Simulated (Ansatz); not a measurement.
Ansatz (a first-principles code) input (HF/3-21G): The .json file is the Basis Set Exchange's 3-21G.

Ansatz 0.2 input:
```yaml
crystal:
  periodic: [false, false, false]
  atoms:
    - {symbol: S, position_ang: [-0.22812242, 0.56442260, 2.21466795]}
    - {symbol: Si, position_ang: [-0.02534030, 0.05244322, 0.22151411]}
    - {symbol: S, position_ang: [1.81208332, -1.11957805, -0.39752556]}
    - {symbol: Cl, position_ang: [-0.04457814, 1.75213594, -1.22343728]}
    - {symbol: Cl, position_ang: [-1.58128369, -1.23592679, -0.70104413]}
    - {symbol: H, position_ang: [2.65104065, -0.62727338, 0.54070797]}
basis:
  gaussian:
    orbitals: 3-21G.json
hamiltonian:
  xc: {name: HF}
total_charge: -1
phonons: {temperatures: {t_min: 298.15, t_max: 298.15, t_step: 100}}
```

Output:

```
Functional definition: HF
integrals: 0.02 GiB planned
810 factors; integrals over basis functions are off by at most 1.3e-4 eV
mean field: 0.21 GiB planned
mean field evaluation 1: about -54254.7889 eV, gradient 2.6e1 eV
mean field evaluation 2: about -54254.7931 eV, gradient 2.6e1 eV
mean field evaluation 4: about -54257.6577 eV, gradient 1.7e0 eV
mean field evaluation 8: about -54257.6742 eV, gradient 2.0e-4 eV
mean field -54257.67422211 eV, -1993.9327504899 hartree, gradient 1.5e-5 eV, S^2 0.000000; 0 other end points of the search recorded, 0 dependent functions left out
the calculation of the forces begins
reference -54257.67422211 eV, -1993.9327504899 hartree; 41, 41 occupied and 26, 26 virtual orbitals, 810 factors
these checks for a lower state are left out or cut short: stability, starts, cluster_reference, orbital_swaps, neighbouring_geometries, increment
integrals: 0.02 GiB planned
810 factors; integrals over basis functions are off by at most 1.3e-4 eV
mean field: 0.21 GiB planned
mean field evaluation 16: about -54257.6742 eV, gradient 1.4e-6 eV
mean field -54257.67421666 eV, -1993.9327502899 hartree, gradient 1.4e-6 eV, S^2 0.000000; 0 other end points of the search recorded, 0 dependent functions left out
the calculation of the forces begins
reference -54257.67421666 eV, -1993.9327502899 hartree; 41, 41 occupied and 26, 26 virtual orbitals, 810 factors
these checks for a lower state are left out or cut short: stability, starts, cluster_reference, orbital_swaps, neighbouring_geometries, increment
integrals: 0.02 GiB planned
810 factors; integrals over basis functions are off by at most 1.3e-4 eV
mean field: 0.21 GiB planned
mean field -54257.67421662 eV, -1993.9327502882 hartree, gradient 1.9e-6 eV, S^2 0.000000; 0 other end points of the search recorded, 0 dependent functions left out
the calculation of the forces begins
reference -54257.67421662 eV, -1993.9327502882 hartree; 41, 41 occupied and 26, 26 virtual orbitals, 810 factors
these checks for a lower state are left out or cut short: stability, starts, cluster_reference, orbital_swaps, neighbouring_geometries, increment
integrals: 0.02 GiB planned
810 factors; integrals over basis functions are off by at most 1.3e-4 eV
mean field: 0.21 GiB planned
mean field -54257.67421381 eV, -1993.9327501849 hartree, gradient 2.5e-6 eV, S^2 0.000000; 0 other end points of the search recorded, 0 dependent functions left out
the calculation of the forces begins
reference -54257.67421381 eV, -1993.9327501849 hartree; 41, 41 occupied and 26, 26 virtual orbitals, 810 factors
these checks for a lower state are left out or cut short: stability, starts, cluster_reference, orbital_swaps, neighbouring_geometries, increment
integrals: 0.02 GiB planned
810 factors; integrals over basis functions are off by at most 1.3e-4 eV
mean field: 0.21 GiB planned
mean field evaluation 32: about -54257.6742 eV, gradient 2.5e-5 eV
mean field -54257.67421283 eV, -1993.9327501491 hartree, gradient 2.0e-6 eV, S^2 0.000000; 0 other end points of the search recorded, 0 dependent functions left out
the calculation of the forces begins
reference -54257.67421283 eV, -1993.9327501491 hartree; 41, 41 occupied and 26, 26 virtual orbitals, 810 factors
these checks for a lower state are left out or cut short: stability, starts, cluster_reference, orbital_swaps, neighbouring_geometries, increment
integrals: 0.02 GiB planned
810 factors; integrals over basis functions are off by at most 1.3e-4 eV
mean field: 0.21 GiB planned
mean field -54257.67416518 eV, -1993.9327483979 hartree, gradient 2.5e-6 eV, S^2 0.000000; 0 other end points of the search recorded, 0 dependent functions left out
the calculation of the forces begins
reference -54257.67416518 eV, -1993.9327483979 hartree; 41, 41 occupied and 26, 26 virtual orbitals, 810 factors
these checks for a lower state are left out or cut short: stability, starts, cluster_reference, orbital_swaps, neighbouring_geometries, increment
integrals: 0.02 GiB planned
810 factors; integrals over basis functions are off by at most 1.3e-4 eV
mean field: 0.21 GiB planned
mean field -54257.67416230 eV, -1993.9327482922 hartree, gradient 2.5e-6 eV, S^2 0.000000; 0 other end points of the search recorded, 0 dependent functions left out
the calculation of the forces begins
reference -54257.67416230 eV, -1993.9327482922 hartree; 41, 41 occupied and 26, 26 virtual orbitals, 810 factors
these checks for a lower state are left out or cut short: stability, starts, cluster_reference, orbital_swaps, neighbouring_geometries, increment
integrals: 0.02 GiB planned
810 factors; integrals over basis functions are off by at most 1.3e-4 eV
mean field: 0.21 GiB planned
mean field -54257.67417272 eV, -1993.9327486751 hartree, gradient 2.5e-6 eV, S^2 0.000000; 0 other end points of the search recorded, 0 dependent functions left out
[...]
810 factors; integrals over basis functions are off by at most 1.3e-4 eV
mean field: 0.21 GiB planned
mean field -54257.67420509 eV, -1993.9327498647 hartree, gradient 2.5e-6 eV, S^2 0.000000; 0 other end points of the search recorded, 0 dependent functions left out
the calculation of the forces begins
reference -54257.67420509 eV, -1993.9327498647 hartree; 41, 41 occupied and 26, 26 virtual orbitals, 810 factors
these checks for a lower state are left out or cut short: stability, starts, cluster_reference, orbital_swaps, neighbouring_geometries, increment
integrals: 0.02 GiB planned
810 factors; integrals over basis functions are off by at most 1.3e-4 eV
mean field: 0.21 GiB planned
mean field -54257.67420265 eV, -1993.9327497750 hartree, gradient 2.5e-6 eV, S^2 0.000000; 0 other end points of the search recorded, 0 dependent functions left out
the calculation of the forces begins
reference -54257.67420265 eV, -1993.9327497750 hartree; 41, 41 occupied and 26, 26 virtual orbitals, 810 factors
these checks for a lower state are left out or cut short: stability, starts, cluster_reference, orbital_swaps, neighbouring_geometries, increment
integrals: 0.02 GiB planned
810 factors; integrals over basis functions are off by at most 1.3e-4 eV
mean field: 0.21 GiB planned
mean field -54257.67419995 eV, -1993.9327496757 hartree, gradient 2.5e-6 eV, S^2 0.000000; 0 other end points of the search recorded, 0 dependent functions left out
the calculation of the forces begins
reference -54257.67419995 eV, -1993.9327496757 hartree; 41, 41 occupied and 26, 26 virtual orbitals, 810 factors
these checks for a lower state are left out or cut short: stability, starts, cluster_reference, orbital_swaps, neighbouring_geometries, increment
integrals: 0.02 GiB planned
810 factors; integrals over basis functions are off by at most 1.3e-4 eV
mean field: 0.21 GiB planned
mean field evaluation 192: about -54257.6742 eV, gradient 1.9e-4 eV
mean field -54257.67420722 eV, -1993.9327499430 hartree, gradient 2.5e-6 eV, S^2 0.000000; 0 other end points of the search recorded, 0 dependent functions left out
the calculation of the forces begins
reference -54257.67420722 eV, -1993.9327499430 hartree; 41, 41 occupied and 26, 26 virtual orbitals, 810 factors
these checks for a lower state are left out or cut short: stability, starts, cluster_reference, orbital_swaps, neighbouring_geometries, increment
integrals: 0.02 GiB planned
810 factors; integrals over basis functions are off by at most 1.3e-4 eV
mean field: 0.21 GiB planned
mean field -54257.67420673 eV, -1993.9327499247 hartree, gradient 2.5e-6 eV, S^2 0.000000; 0 other end points of the search recorded, 0 dependent functions left out
the calculation of the forces begins
reference -54257.67420673 eV, -1993.9327499247 hartree; 41, 41 occupied and 26, 26 virtual orbitals, 810 factors
these checks for a lower state are left out or cut short: stability, starts, cluster_reference, orbital_swaps, neighbouring_geometries, increment
integrals: 0.02 GiB planned
810 factors; integrals over basis functions are off by at most 1.3e-4 eV
mean field: 0.21 GiB planned
mean field -54257.67421296 eV, -1993.9327501539 hartree, gradient 2.5e-6 eV, S^2 0.000000; 0 other end points of the search recorded, 0 dependent functions left out
the calculation of the forces begins
reference -54257.67421296 eV, -1993.9327501539 hartree; 41, 41 occupied and 26, 26 virtual orbitals, 810 factors
these checks for a lower state are left out or cut short: stability, starts, cluster_reference, orbital_swaps, neighbouring_geometries, increment
integrals: 0.02 GiB planned
810 factors; integrals over basis functions are off by at most 1.3e-4 eV
mean field: 0.21 GiB planned
mean field -54257.67421204 eV, -1993.9327501201 hartree, gradient 2.5e-6 eV, S^2 0.000000; 0 other end points of the search recorded, 0 dependent functions left out
the calculation of the forces begins
reference -54257.67421204 eV, -1993.9327501201 hartree; 41, 41 occupied and 26, 26 virtual orbitals, 810 factors
these checks for a lower state are left out or cut short: stability, starts, cluster_reference, orbital_swaps, neighbouring_geometries, increment
integrals: 0.02 GiB planned
810 factors; integrals over basis functions are off by at most 1.3e-4 eV
mean field: 0.21 GiB planned
mean field -54257.67418551 eV, -1993.9327491452 hartree, gradient 1.1e-6 eV, S^2 0.000000; 0 other end points of the search recorded, 0 dependent functions left out
the calculation of the forces begins
reference -54257.67418551 eV, -1993.9327491452 hartree; 41, 41 occupied and 26, 26 virtual orbitals, 810 factors
these checks for a lower state are left out or cut short: stability, starts, cluster_reference, orbital_swaps, neighbouring_geometries, increment
integrals: 0.02 GiB planned
810 factors; integrals over basis functions are off by at most 1.3e-4 eV
mean field: 0.21 GiB planned
mean field evaluation 224: about -54257.6742 eV, gradient 6.4e-2 eV
mean field -54257.67418718 eV, -1993.9327492062 hartree, gradient 2.5e-6 eV, S^2 0.000000; 0 other end points of the search recorded, 0 dependent functions left out
the calculation of the forces begins
reference -54257.67418718 eV, -1993.9327492062 hartree; 41, 41 occupied and 26, 26 virtual orbitals, 810 factors
these checks for a lower state are left out or cut short: stability, starts, cluster_reference, orbital_swaps, neighbouring_geometries, increment
integrals: 0.02 GiB planned
810 factors; integrals over basis functions are off by at most 1.3e-4 eV
mean field: 0.21 GiB planned
mean field -54257.67420974 eV, -1993.9327500354 hartree, gradient 2.7e-6 eV, S^2 0.000000; 0 other end points of the search recorded, 0 dependent functions left out
the calculation of the forces begins
reference -54257.67420974 eV, -1993.9327500354 hartree; 41, 41 occupied and 26, 26 virtual orbitals, 810 factors
these checks for a lower state are left out or cut short: stability, starts, cluster_reference, orbital_swaps, neighbouring_geometries, increment
integrals: 0.02 GiB planned
810 factors; integrals over basis functions are off by at most 1.3e-4 eV
mean field: 0.21 GiB planned
mean field -54257.67420970 eV, -1993.9327500340 hartree, gradient 1.2e-6 eV, S^2 0.000000; 0 other end points of the search recorded, 0 dependent functions left out
the calculation of the forces begins
reference -54257.67420970 eV, -1993.9327500340 hartree; 41, 41 occupied and 26, 26 virtual orbitals, 810 factors
these checks for a lower state are left out or cut short: stability, starts, cluster_reference, orbital_swaps, neighbouring_geometries, increment
integrals: 0.02 GiB planned
810 factors; integrals over basis functions are off by at most 1.3e-4 eV
mean field: 0.21 GiB planned
mean field -54257.67418327 eV, -1993.9327490627 hartree, gradient 1.6e-6 eV, S^2 0.000000; 0 other end points of the search recorded, 0 dependent functions left out
the calculation of the forces begins
reference -54257.67418327 eV, -1993.9327490627 hartree; 41, 41 occupied and 26, 26 virtual orbitals, 810 factors
these checks for a lower state are left out or cut short: stability, starts, cluster_reference, orbital_swaps, neighbouring_geometries, increment
integrals: 0.02 GiB planned
810 factors; integrals over basis functions are off by at most 1.3e-4 eV
mean field: 0.21 GiB planned
mean field -54257.67418432 eV, -1993.9327491013 hartree, gradient 2.5e-6 eV, S^2 0.000000; 0 other end points of the search recorded, 0 dependent functions left out
the calculation of the forces begins
reference -54257.67418432 eV, -1993.9327491013 hartree; 41, 41 occupied and 26, 26 virtual orbitals, 810 factors
Total energy: -54257.67422211 eV, -1993.9327504899 hartree
Atom 0 at    -0.228122     0.564423     2.214668 Å, force     0.000007     0.000198     0.000466 eV/Å
Atom 1 at    -0.025340     0.052443     0.221514 Å, force     0.000188    -0.000626    -0.000888 eV/Å
Atom 2 at     1.812083    -1.119578    -0.397526 Å, force    -0.000530     0.000283     0.000303 eV/Å
Atom 3 at    -0.044578     1.752136    -1.223437 Å, force     0.000126     0.000020     0.000171 eV/Å
Atom 4 at    -1.581284    -1.235927    -0.701044 Å, force     0.000557     0.000108     0.000185 eV/Å
Atom 5 at     2.651041    -0.627273     0.540708 Å, force    -0.000349     0.000017    -0.000238 eV/Å
Dipole moment:     0.405004    -0.143078    -0.270600 e Å
Vibrations: 90.20 135.97 174.79 199.88 204.67 207.79 344.44 436.95 459.34 634.25 841.69 2644.52 cm⁻¹, zero-point energy 0.395170 eV
```

The blocks after the first are displaced geometries, from whose forces the wavenumbers follow.

The dipole moment of an ion depends on the origin.
